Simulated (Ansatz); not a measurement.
Species: CAu, charge 0, multiplicity 2. The spin state was set by rule; other spins were not relaxed. 
Geometry from a B3LYP-D3(BJ)/def2-TZVP (Ansatz, a quantum-chemistry and plane-wave program) optimisation:
```xyz
2

Au     0.0000     0.0000    -0.1327
C      0.0000     0.0000     1.7478
```
Charge 0, spin multiplicity 2.

Basis-set convergence of Hartree-Fock and CCSD correlation energies (hartree) with Ansatz. Valence correlation only, unless marked. UHF or UKS for open shells. Spin-orbit coupling is left out. The frozen core is the preceding noble-gas configuration, with the filled d and f shells of earlier blocks. Past Kr the def2 sets carry scalar-relativistic core potentials.

The UHF reference is spin-contaminated (<S^2> 0.58 over the pure value in the largest basis). The T1 diagnostic of CCSD in the largest basis is 0.091, which is high, so the coupled-cluster rows are less sure than usual.

```tsv
basis	functions	E(HF)	E(corr, CCSD)
def2-SVPD	55	-172.44169	-0.38401
def2-TZVPPD	96	-172.49637	-0.49777
def2-QZVPPD	151	-172.49868	-0.52109
```

Extrapolating the two largest sets (X = 3 and 4) as X^-3: E(corr) = (64·(-0.52109) - 27·(-0.49777))/37 = -0.5381 Eh, an estimate of the basis-set limit. The largest set recovers 96.8 % of it, the smallest 71.4 %.
